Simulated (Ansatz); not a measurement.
Abridged output of a molecular run in Ansatz:

```
Functional definition: HF
837 factors; integrals over basis functions are off by at most 1.4e-3 eV
mean field evaluation 1: about -10751.7427 eV, gradient 3.1e1 eV
mean field evaluation 2: about -10751.7503 eV, gradient 3.1e1 eV
mean field evaluation 4: about -10754.2873 eV, gradient 4.2e0 eV
mean field evaluation 8: about -10754.3505 eV, gradient 4.0e-4 eV
mean field -10754.35049352 eV, -395.2150910763 hartree, gradient 2.8e-6 eV, S^2 0.000000; 0 other end points of the search recorded, 0 dependent functions left out
8 core orbitals not correlated: weight in the atoms' cores, before any rotation towards them, 1.000 or more for the frozen orbitals, at most 0.000 for the correlated occupied ones
reference -10754.35049352 eV, -395.2150910763 hartree; 11, 11 occupied and 66, 66 virtual orbitals, 837 factors
second order -14.04917041 eV of doubles, -0.00000000 eV of singles
cycle   1  -14.52555455 eV  change   -4.8e-1 eV  update   1.1e-1
cycle   2  -14.99390569 eV  change   -4.7e-1 eV  update   3.5e-2
cycle   3  -15.13594005 eV  change   -1.4e-1 eV  update   2.1e-2
cycle   4  -15.12721681 eV  change    8.7e-3 eV  update   5.7e-3
cycle   5  -15.12630363 eV  change    9.1e-4 eV  update   2.4e-3
cycle   6  -15.12666717 eV  change   -3.6e-4 eV  update   7.3e-4
cycle   7  -15.12631410 eV  change    3.5e-4 eV  update   2.9e-4
cycle   8  -15.12629750 eV  change    1.7e-5 eV  update   9.0e-5
cycle   9  -15.12634122 eV  change   -4.4e-5 eV  update   3.0e-5
cycle  10  -15.12633416 eV  change    7.1e-6 eV  update   1.2e-5
perturbative correction -0.47466051 eV, -0.0174434520 hartree
Total energy: -10769.95148819 eV, -395.7884170556 hartree
```

Its atoms:

Z-matrix (Å, degrees):
```
C
C 1 1.474
H 1 1.092 2 112.3
H 1 1.094 2 108.6 3 -122.8
H 1 1.094 2 108.5 3 122.6
O 2 1.260 1 120.3 3 -0.4
Al 2 1.940 1 169.0 3 179.9
H 7 1.581 2 117.3 1 -87.3
H 7 1.581 2 117.3 1 86.5
```

Problem. Which basis set was used?
A. def2-SVPD
B. cc-pV(Q+d)Z
C. def2-TZVPPD
D. def2-SVP

Solution. D. It gives 85 functions.

Problem. Write the keys of the input that set method, charge and spin (a neutral closed shell needs none for the last two).

Solution. 
```yaml
correlation: {method: ccsd_t}
```
